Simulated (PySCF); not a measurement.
In(Br)(OH)(NH2) (BrH3InNO), SMILES [NH2][In]([OH])[Br].

The structure is a stationary point at PBE-D3(BJ)/def2-SVP. The structure was generated by enumeration; whether it is a known compound was not checked. The def2 effective core potentials stand for the cores of In; spin–orbit coupling is left out. One conformer was computed; it need not be the lowest.

The numbers are results of PBE-D3(BJ)/def2-SVP run with PySCF, not measurements.

Frequencies are harmonic and unscaled.

Computed vibrational spectrum:
```csv
mode,ν (cm⁻¹),IR (km/mol),moving atoms (share of kinetic energy)
1,85,4.4,"N 39 %, In 19 %, Br 16 %, H 13 %, O 13 %"
2,105,8.5,"O 54 %, N 19 %, H 14 %, In 8 %"
3,114,9.7,"In 34 %, O 29 %, N 25 %, H 9 %"
4,211,20.3,H 85 %
5,239,32.0,"Br 56 %, In 33 %"
6,276,88.7,H 94 %
7,489,98.1,"N 63 %, H 29 %"
8,576,72.4,"O 77 %, H 12 %, In 9 %"
9,619,27.7,"H 53 %, N 30 %, In 10 %"
10,800,3.7,H 93 %
11,841,115.5,H 92 %
12,1474,9.3,"H 92 %, N 8 %"
13,3411,18.9,H 96 %
14,3517,13.6,"H 92 %, N 8 %"
15,3702,53.3,H 94 %
```
